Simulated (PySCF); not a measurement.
Li2Te: bend–stretch map

Method: PBE0 in PySCF with Te def2-TZVP with ECP28, Li def2-TZVP; scalar-relativistic core potentials, no spin–orbit coupling; density-fitted integrals.

Rigid scan from the singlet minimum (Te–Li 2.425 Å (×2); Li–Te–Li 99.9°). Coordinate: rows scale both bonds, columns set the Li–Te–Li angle. Energies in kJ/mol from the minimum.

**Question.** Give the energy map for rows 0.94, 0.97, 1.00, 1.03, 1.06, 1.10 and columns 90, 105, 120, 135, 150, 165, 180.

**Answer.** 
| scale \ angle | 90 | 105 | 120 | 135 | 150 | 165 | 180 |
| --- | --- | --- | --- | --- | --- | --- | --- |
| 0.94 | 16.4 | 13.2 | 14.3 | 16.4 | 18.4 | 19.6 | 20.0 |
| 0.97 | 5.3 | 3.1 | 5.0 | 7.9 | 10.8 | 12.7 | 13.3 |
| 1.00 | 1.6 | 0.3 | 2.9 | 6.7 | 10.5 | 13.0 | 13.9 |
| 1.03 | 3.8 | 3.2 | 6.5 | 11.1 | 15.9 | 19.0 | 20.1 |
| 1.06 | 10.5 | 10.6 | 14.5 | 20.0 | 25.6 | 29.4 | 30.7 |
| 1.10 | 25.1 | 25.9 | 30.5 | 36.8 | 43.5 | 48.2 | 49.9 |

**Question.** And the size of the dipole moment (D) on the same grid?

**Answer.** 
| scale \ angle | 90 | 105 | 120 | 135 | 150 | 165 | 180 |
| --- | --- | --- | --- | --- | --- | --- | --- |
| 0.94 | 7.49 | 6.60 | 5.46 | 4.15 | 2.77 | 1.38 | 0.00 |
| 0.97 | 7.73 | 6.81 | 5.62 | 4.27 | 2.84 | 1.41 | 0.00 |
| 1.00 | 7.96 | 7.01 | 5.78 | 4.38 | 2.91 | 1.45 | 0.00 |
| 1.03 | 8.19 | 7.21 | 5.94 | 4.50 | 2.98 | 1.48 | 0.00 |
| 1.06 | 8.42 | 7.41 | 6.10 | 4.61 | 3.05 | 1.50 | 0.00 |
| 1.10 | 8.71 | 7.67 | 6.30 | 4.75 | 3.13 | 1.54 | 0.00 |

The bond scale of lowest energy on the grid is 1.00 at 90°, 1.00 at 105°, 1.00 at 120°, 1.00 at 135°, 1.00 at 150°, 0.97 at 165°, 0.97 at 180°.

The scan took 23 s on 2 threads of a shared Arm Neoverse V2 host; the process peaked at 0.69 GiB. Launch command: `OMP_NUM_THREADS=2 python axn.py task.json out`.
